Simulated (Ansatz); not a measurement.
Steps of a relaxation of `COB(C)[SiH3]` with RKS PBE-D4/def2-SVP.

```sh
$ ansatz run in.yaml --threads 4 --pin off --events-out ev --progress --plain --max-ram 10444MiB
```

```yaml
crystal:
  periodic: [false, false, false]
  atoms:
    - {symbol: C, position_ang: [-1.435900, 1.077900, 0.867900]}
    - {symbol: O, position_ang: [-0.085000, 1.073200, 0.964000]}
    - {symbol: B, position_ang: [0.403000, 0.097400, -0.020200]}
    - {symbol: C, position_ang: [0.920100, 0.569900, -1.473100]}
    - {symbol: Si, position_ang: [0.697600, -1.762000, 0.508700]}
    - {symbol: H, position_ang: [-1.867300, 1.880000, 1.586000]}
    - {symbol: H, position_ang: [-1.922400, 0.144100, 1.113600]}
    - {symbol: H, position_ang: [-1.769100, 1.479500, -0.161900]}
    - {symbol: H, position_ang: [0.251500, 0.015300, -2.174400]}
    - {symbol: H, position_ang: [0.656400, 1.646900, -1.564700]}
    - {symbol: H, position_ang: [1.914600, 0.358300, -1.612900]}
    - {symbol: H, position_ang: [0.290500, -1.916000, 1.940800]}
    - {symbol: H, position_ang: [2.068400, -2.078600, 0.379000]}
    - {symbol: H, position_ang: [-0.135200, -2.615200, -0.323900]}
basis:
  gaussian: {orbitals: def2-SVP}
hamiltonian: {xc: pbe, dispersion: d4}
relax: {f_tol: 0.03, max_steps: 200}
```

Positions (Å) and forces (eV/Å) along the path, 11 of 20 steps:

```xyz
14
step=1 energy=-12804.4240 eV
C    -1.436    1.078    0.868   -2.396    3.266   -0.143
O    -0.085    1.073    0.964    2.685   -1.754   -1.646
B     0.403    0.097   -0.020    0.791    2.459    0.457
C     0.920    0.570   -1.473   -4.603    0.995    1.736
Si    0.698   -1.762    0.509   -1.555    0.157    1.254
H    -1.867    1.880    1.586    0.405   -0.952   -0.588
H    -1.922    0.144    1.114   -0.579   -1.122    0.078
H    -1.769    1.480   -0.162   -0.098   -0.677    0.694
H     0.252    0.015   -2.174    0.418   -0.054   -0.209
H     0.656    1.647   -1.565    0.429   -0.022   -0.266
H     1.915    0.358   -1.613    3.109   -0.687   -0.706
H     0.290   -1.916    1.941   -0.022   -0.265    0.200
H     2.068   -2.079    0.379    1.863   -0.535   -0.275
H    -0.135   -2.615   -0.324   -0.447   -0.810   -0.586
14
step=2 energy=-12805.0843 eV
C    -1.434    1.098    0.843   -1.365    1.141    0.078
O    -0.045    1.133    0.889    1.117   -1.114   -1.004
B     0.526    0.159    0.001   -0.716    1.617    0.125
C     0.894    0.651   -1.476   -0.824    0.069    0.957
Si    0.648   -1.776    0.586   -0.265    0.031    0.387
H    -1.864    1.846    1.571    0.323   -0.358   -0.270
H    -1.874    0.116    1.110   -0.021   -0.352    0.013
H    -1.852    1.404   -0.172    0.258   -0.275    0.473
H     0.222    0.100   -2.173    0.200   -0.114   -0.069
H     0.693    1.737   -1.611    0.181   -0.111    0.048
H     1.927    0.407   -1.710    0.650   -0.170   -0.437
H     0.254   -2.037    2.020   -0.004    0.057   -0.038
H     2.057   -2.177    0.423    0.622   -0.281   -0.050
H    -0.163   -2.692   -0.272   -0.155   -0.141   -0.214
14
step=3 energy=-12805.2711 eV
C    -1.499    1.105    0.890   -0.425   -0.214    0.138
O    -0.083    1.170    0.792   -0.395   -0.377   -0.643
B     0.470    0.203   -0.051    0.157    0.547    0.076
C     0.937    0.658   -1.496    0.432   -0.035    0.180
Si    0.645   -1.752    0.591    0.029   -0.125   -0.138
H    -1.863    1.838    1.638    0.134    0.051    0.008
H    -1.874    0.091    1.210    0.212    0.186   -0.041
H    -2.011    1.333   -0.088    0.285   -0.002    0.303
H     0.278    0.150   -2.238    0.029   -0.020    0.004
H     0.858    1.760   -1.654    0.016   -0.240    0.066
H     1.979    0.322   -1.742   -0.346    0.068    0.026
H     0.234   -2.000    2.024   -0.013    0.050   -0.062
H     2.081   -2.226    0.444   -0.125    0.092    0.025
H    -0.167   -2.682   -0.291    0.009    0.018    0.058
14
step=5 energy=-12805.5601 eV
C    -1.583    1.042    0.994    0.655   -0.148   -0.093
O    -0.223    1.287    0.517   -1.389   -0.489   -0.131
B     0.431    0.280   -0.152    0.152   -0.012    0.049
C     1.093    0.643   -1.534    0.443   -0.003    0.039
Si    0.559   -1.677    0.539   -0.006    0.060   -0.096
H    -1.830    1.801    1.763    0.045   -0.020   -0.027
H    -1.724    0.008    1.434    0.224    0.495   -0.240
H    -2.286    1.158    0.125    0.227   -0.040    0.395
H     0.442    0.153   -2.298   -0.016    0.027    0.002
H     1.091    1.735   -1.743    0.025   -0.088    0.016
H     2.111    0.221   -1.712   -0.216    0.082    0.072
H     0.141   -1.902    1.973   -0.039    0.029   -0.007
H     2.003   -2.137    0.436   -0.112    0.071   -0.009
H    -0.238   -2.644   -0.313    0.006    0.036    0.030
14
step=6 energy=-12805.7086 eV
C    -1.602    1.016    1.029    0.665    0.187   -0.454
O    -0.330    1.304    0.355   -1.292   -0.582    0.346
B     0.408    0.293   -0.195    0.054   -0.003   -0.096
C     1.156    0.632   -1.538    0.122    0.042    0.022
Si    0.524   -1.645    0.518    0.026    0.076    0.016
H    -1.785    1.792    1.801    0.075   -0.070   -0.081
H    -1.628   -0.003    1.501    0.129    0.327   -0.185
H    -2.405    1.082    0.246    0.230   -0.053    0.404
H     0.512    0.159   -2.320    0.050    0.037   -0.004
H     1.176    1.721   -1.751    0.057   -0.021   -0.009
H     2.163    0.190   -1.673   -0.019    0.013    0.047
H     0.098   -1.855    1.953   -0.026    0.008   -0.002
H     1.966   -2.090    0.423   -0.039    0.012    0.004
H    -0.266   -2.625   -0.320   -0.031    0.028   -0.009
14
step=10 energy=-12805.9139 eV
C    -1.615    0.977    1.049   -0.057    0.135    0.007
O    -0.635    1.160    0.039   -0.184    0.092    0.184
B     0.284    0.242   -0.349    0.084   -0.065   -0.183
C     1.227    0.658   -1.542    0.004   -0.021   -0.001
Si    0.450   -1.635    0.466    0.114   -0.054    0.065
H    -1.547    1.822    1.767   -0.006   -0.057   -0.018
H    -1.496    0.021    1.603    0.048   -0.003   -0.037
H    -2.623    1.002    0.586    0.006   -0.005   -0.003
H     0.897    0.119   -2.460    0.018   -0.007    0.010
H     1.180    1.746   -1.757    0.017   -0.013   -0.009
H     2.281    0.351   -1.379   -0.001    0.026   -0.010
H     0.157   -1.736    1.945   -0.029   -0.004    0.011
H     1.868   -2.113    0.280    0.011   -0.052   -0.010
H    -0.443   -2.643   -0.219   -0.024    0.031   -0.008
14
step=11 energy=-12805.9230 eV
C    -1.625    0.957    1.042    0.041   -0.053    0.033
O    -0.641    1.159    0.040   -0.037    0.004   -0.004
B     0.287    0.250   -0.363    0.068   -0.006    0.019
C     1.242    0.674   -1.546   -0.018    0.014   -0.015
Si    0.455   -1.626    0.475    0.060   -0.022   -0.053
H    -1.545    1.770    1.794   -0.018   -0.017   -0.022
H    -1.509   -0.022    1.562   -0.015    0.079   -0.058
H    -2.634    1.005    0.580    0.027    0.002    0.014
H     0.988    0.081   -2.455   -0.008    0.001    0.025
H     1.149    1.748   -1.804   -0.009   -0.004   -0.012
H     2.308    0.439   -1.339   -0.030   -0.002    0.037
H     0.235   -1.683    1.968    0.018    0.001    0.034
H     1.827   -2.202    0.203   -0.067    0.015    0.013
H    -0.550   -2.580   -0.127   -0.012   -0.013   -0.011
14
step=13 energy=-12805.9270 eV
C    -1.626    0.952    1.036    0.023   -0.019    0.006
O    -0.643    1.160    0.036   -0.038    0.025    0.011
B     0.291    0.254   -0.362    0.030   -0.013   -0.003
C     1.246    0.681   -1.541   -0.010    0.003    0.009
Si    0.453   -1.623    0.471    0.003   -0.030    0.010
H    -1.544    1.754    1.798   -0.004   -0.004   -0.010
H    -1.515   -0.033    1.540   -0.011    0.016   -0.007
H    -2.634    1.010    0.575    0.004    0.004   -0.001
H     1.031    0.051   -2.434    0.009   -0.002    0.004
H     1.122    1.744   -1.830   -0.001    0.001   -0.012
H     2.313    0.488   -1.300   -0.003    0.001    0.006
H     0.292   -1.671    1.974    0.008    0.007   -0.005
H     1.795   -2.236    0.155   -0.004    0.005   -0.011
H    -0.595   -2.559   -0.089   -0.008    0.006    0.002
14
step=16 energy=-12805.9329 eV
C    -1.641    0.936    1.019    0.020    0.041   -0.023
O    -0.656    1.156    0.024    0.021   -0.016   -0.017
B     0.290    0.257   -0.367    0.001    0.013    0.004
C     1.266    0.695   -1.524   -0.010   -0.009   -0.038
Si    0.444   -1.624    0.464    0.004   -0.058   -0.004
H    -1.551    1.720    1.798    0.001    0.014    0.013
H    -1.544   -0.059    1.501    0.008   -0.067    0.029
H    -2.647    1.015    0.560   -0.030    0.004   -0.013
H     1.159    0.001   -2.389    0.008    0.018    0.027
H     1.084    1.730   -1.879    0.005   -0.012    0.012
H     2.328    0.599   -1.210   -0.012    0.003    0.008
H     0.471   -1.633    1.978    0.000    0.002   -0.041
H     1.704   -2.317   -0.004   -0.060    0.033    0.017
H    -0.721   -2.505    0.056    0.044    0.033    0.027
14
step=18 energy=-12805.9349 eV
C    -1.650    0.923    1.005    0.005    0.017   -0.006
O    -0.664    1.150    0.012   -0.003   -0.008   -0.012
B     0.285    0.255   -0.378    0.024    0.013    0.015
C     1.279    0.704   -1.514    0.002   -0.016   -0.022
Si    0.435   -1.623    0.459   -0.002   -0.072    0.026
H    -1.559    1.700    1.792    0.001    0.002    0.004
H    -1.554   -0.079    1.478    0.002   -0.019    0.008
H    -2.656    1.008    0.546   -0.009    0.000   -0.004
H     1.224   -0.001   -2.374    0.004    0.014    0.016
H     1.083    1.731   -1.882    0.002    0.000    0.003
H     2.332    0.642   -1.160   -0.017    0.000    0.001
H     0.591   -1.600    1.968   -0.016    0.002   -0.071
H     1.630   -2.367   -0.093   -0.054    0.030    0.015
H    -0.788   -2.472    0.172    0.062    0.035    0.026
14
step=20 energy=-12805.9358 eV
C    -1.654    0.917    0.997   -0.001   -0.007    0.003
O    -0.668    1.146    0.005   -0.011    0.004    0.004
B     0.284    0.254   -0.381    0.004   -0.003   -0.002
C     1.284    0.708   -1.509    0.004   -0.002    0.006
Si    0.433   -1.624    0.457   -0.004   -0.009    0.012
H    -1.563    1.692    1.786    0.001   -0.002   -0.002
H    -1.560   -0.087    1.468   -0.002    0.010   -0.005
H    -2.661    1.004    0.538    0.005    0.000    0.002
H     1.245    0.004   -2.369    0.000    0.002    0.000
H     1.088    1.735   -1.877    0.001   -0.001   -0.002
H     2.333    0.653   -1.141   -0.004    0.001   -0.003
H     0.642   -1.587    1.956    0.001    0.003   -0.011
H     1.593   -2.386   -0.131   -0.003    0.000   -0.001
H    -0.808   -2.459    0.230    0.008    0.005   -0.001
```

It took 15 s on 4 threads of an Intel Xeon 6975P-C on a shared host, with 0.18 GiB of host memory at the peak.
